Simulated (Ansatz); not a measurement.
`F[Si](F)(F)[AlH2]`, charge 0, multiplicity 1.

Task: Give a relaxed structure at PBE0-D4/def2-TZVP (Ansatz 0.2.0). (Estimate.)

Result: Computed: 
Cartesian coordinates in Å:
```
F -0.6275 -0.3541 2.0875
Si 0.4156 -0.1011 0.9178
F 1.4363 -1.3180 0.9720
F 1.2392 1.1912 1.3391
Al -0.6150 0.1428 -1.3089
H -2.1847 0.0303 -1.4634
H 0.3362 0.4089 -2.5442
```
Point group Cs.
